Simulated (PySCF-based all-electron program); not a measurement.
**Forces on CH₄Se, singlet in several shapes**

All-electron Kohn–Sham DFT on the free molecule, computed near the basis limit with an in-house program on PySCF integrals; the spin-free Dirac equation, no spin–orbit coupling, spin-restricted. Forces are good to about 0.020 eV/Å. Atoms are numbered as listed.

Shape A:

```csv
atom,x (Å),y (Å),z (Å)
Se,0.0000,0.0000,0.0000
C,0.0000,0.0000,1.9705
H,1.0249,-0.0269,2.3503
H,-0.5358,0.8740,2.3505
H,-0.5271,-0.9132,2.2649
H,0.7375,1.2781,-0.1149
```

PBE forces:

```
atom      Fx      Fy  Fz (eV/Å)
 Se1   0.014   0.024      0.012
  C2   0.002   0.004      0.004
  H3  -0.012  -0.012      0.000
  H4  -0.004  -0.017     -0.001
  H5   0.004   0.008      0.011
  H6  -0.004  -0.007     -0.025
```

Shape B:

```json
{"atom": "Se", "x (Å)": "0.0000", "y (Å)": "0.0000", "z (Å)": "0.0000"}
{"atom": "C", "x (Å)": "0.0000", "y (Å)": "0.0000", "z (Å)": "2.1676"}
{"atom": "H", "x (Å)": "1.0249", "y (Å)": "-0.0269", "z (Å)": "2.5474"}
{"atom": "H", "x (Å)": "-0.5358", "y (Å)": "0.8740", "z (Å)": "2.5475"}
{"atom": "H", "x (Å)": "-0.5271", "y (Å)": "-0.9132", "z (Å)": "2.4619"}
{"atom": "H", "x (Å)": "0.7375", "y (Å)": "1.2781", "z (Å)": "-0.1149"}
```

Against shape A, Se1–C2 goes from 1.971 to 2.168 Å.

Problem. What forces does PBE give in shape B?

Solution. 

```csv
atom,Fx,Fy,Fz (eV/Å)
Se1,-0.016,-0.028,1.967
C2,-0.015,-0.026,-1.261
H3,0.056,0.017,-0.271
H4,-0.013,0.057,-0.271
H5,-0.011,-0.018,-0.239
H6,-0.001,-0.001,0.076
```

Shape C:

```xyz
6

Se    0.0000    0.0000    0.0000
C     0.0000    0.0000    1.7735
H     1.0249   -0.0269    2.1533
H    -0.5358    0.8740    2.1534
H    -0.5271   -0.9132    2.0678
H     0.7375    1.2781   -0.1149
```

Against shape A, Se1–C2 goes from 1.971 to 1.773 Å.

Problem. What forces does PBE give in shape C?

Solution. 

```csv
atom,Fx,Fy,Fz (eV/Å)
Se1,0.050,0.088,-4.793
C2,0.007,0.012,3.893
H3,-0.074,-0.050,0.390
H4,-0.006,-0.089,0.389
H5,0.012,0.020,0.329
H6,0.011,0.018,-0.208
```
